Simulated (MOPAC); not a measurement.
MOPAC input (MNDO):

```
MNDO PRECISE GNORM=0.05 LET XYZ CHARGE=1 GEO-OK AUX(PRECISION=9) THREADS=1
H3F2O2Si

O     0.97013400 1   -1.28921000 1   -0.00044800 1
Si    0.17822700 1    0.07248800 1    0.02477500 1
O    -1.45765800 1   -0.57902000 1   -0.21301500 1
F    -0.00093700 1    0.82202300 1    1.37225000 1
F     0.37819200 1    1.06820000 1   -1.14860500 1
H     1.89554200 1   -1.45433400 1   -0.21310200 1
H    -1.60694300 1   -1.50242300 1   -0.48589900 1
H    -2.27887900 1   -0.12423900 1    0.04704000 1
```

From the output:

```
                                                       MOPAC v23.2.5 Linux

          FINAL HEAT OF FORMATION =       -157.39210 KCAL/MOL =    -658.52854 KJ/MOL

          COSMO AREA              =        105.89 SQUARE ANGSTROMS
          COSMO VOLUME            =         91.64 CUBIC ANGSTROMS

          GRADIENT NORM           =          0.01441          =       0.00509 PER ATOM
          IONIZATION POTENTIAL    =         18.352955 EV
          HOMO LUMO ENERGIES (EV) =        -18.353 -5.207
          NO. OF FILLED LEVELS    =         16
          MOLECULAR WEIGHT        =        101.1048         POINT GROUP:  C1

          MOLECULAR DIMENSIONS (Angstroms)

            Atom       Atom       Distance
            H     8    H     6     4.42407
            H     7    F     4     3.26058
            F     5    H     7     2.36457

          SCF CALCULATIONS        =         99

   ATOM   CHEMICAL          X               Y               Z
  NUMBER   SYMBOL      (ANGSTROMS)     (ANGSTROMS)     (ANGSTROMS)

     1       O          1.03678146  *  -1.26806671  *  -0.07675686  *
     2      Si          0.17549037  *   0.07883411  *   0.01825648  *
     3       O         -1.47937464  *  -0.57311982  *  -0.22062441  *
     4       F          0.06874663  *   0.78091923  *   1.41718632  *
     5       F          0.29756644  *   1.08840740  *  -1.17537197  *
     6       H          1.85063279  *  -1.58531408  *   0.24573052  *
     7       H         -1.67092677  *  -1.47765571  *  -0.46444529  *
     8       H         -2.28704872  *  -0.06854925  *  -0.14337183  *

                             CARTESIAN COORDINATES

   1    O        1.036781458    -1.268066711    -0.076756858
   2   Si        0.175490370     0.078834110     0.018256483
   3    O       -1.479374641    -0.573119816    -0.220624409
   4    F        0.068746634     0.780919232     1.417186317
   5    F        0.297566440     1.088407396    -1.175371974
   6    H        1.850632794    -1.585314076     0.245730519
   7    H       -1.670926772    -1.477655705    -0.464445291
   8    H       -2.287048719    -0.068549254    -0.143371830

           Empirical Formula: H3 O2 Si F2  =     8 atoms

      MOLECULAR POINT GROUP   :   C1

                  EIGENVALUES
 -52.27361 -48.60570 -48.04965 -45.24335 -27.90585 -26.65103 -24.85038 -22.40867
 -22.24461 -21.44205 -21.11431 -20.65167 -20.55703 -20.50069 -18.70455 -18.35296
  -5.20656  -3.31996  -2.05924  -1.93163  -1.24016  -0.96493   1.84814

              NET ATOMIC CHARGES AND DIPOLE CONTRIBUTIONS

  ATOM NO.   TYPE          CHARGE      No. of ELECS.   s-Pop       p-Pop
    1          O          -0.694160        6.6942     1.73905     4.95511
    2         Si           2.028562        1.9714     0.67559     1.29585
    3          O          -0.342389        6.3424     1.68102     4.66137
    4          F          -0.473314        7.4733     1.85487     5.61844
    5          F          -0.468963        7.4690     1.85420     5.61476
    6          H           0.304778        0.6952     0.69522
    7          H           0.324511        0.6755     0.67549
    8          H           0.320976        0.6790     0.67902
 DIPOLE           X         Y         Z       TOTAL
 POINT-CHG.    -3.689    -3.261    -0.362     4.937
 HYBRID        -0.189    -0.330     0.162     0.413
 SUM           -3.878    -3.591    -0.200     5.289

          ATOMIC ORBITAL ELECTRON POPULATIONS

     Atom    s        px        py        pz
    1  O   1.73905   1.46893   1.60645   1.87973
    2 Si   0.67559   0.41408   0.44087   0.44090
    3  O   1.68102   1.39100   1.32283   1.94755
    4  F   1.85487   1.94997   1.91306   1.75541
    5  F   1.85420   1.94983   1.85264   1.81229
    6  H   0.69522
    7  H   0.67549
    8  H   0.67902

 **********************
 *                    *
 * JOB ENDED NORMALLY *
 *                    *
 **********************

 == MOPAC DONE ==
```

The dipole moment of an ion depends on the origin.

The geometry given is a B3LYP-D3(BJ)/def2-TZVP minimum.
